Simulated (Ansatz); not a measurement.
A structure relaxed at PBE0-D4/def2-TZVP, charge 0, multiplicity 1:

```xyz
11

Ge    1.767    0.424   -0.133
C    -0.146    0.580    0.380
O    -0.602   -0.581    1.098
Si   -1.712   -0.826   -0.120
O    -1.012    0.539   -0.769
H     2.633    0.369    1.135
H     1.921   -0.871   -0.943
H     2.168    1.639   -0.984
H    -0.351    1.482    0.967
H    -3.135   -0.686    0.276
H    -1.532   -2.070   -0.906
```

Question: Give its formula and SMILES.

Answer: CH6GeO2Si, `[GeH3][CH]1O[SiH2]O1`.

Question: Point group (tolerance 0.08 Å, 0.16 Å for H)?

Answer: Cs.

Question: Summarise the bond lengths by kind.

Answer: 1 × C–Ge 1.987 Å; 3 × Ge–H 1.535 to 1.536 Å; 2 × C–O 1.439 Å; 1 × C–H 1.096 Å; 2 × O–Si 1.666 Å; 2 × H–Si 1.482 to 1.484 Å.

Computed with Ansatz.
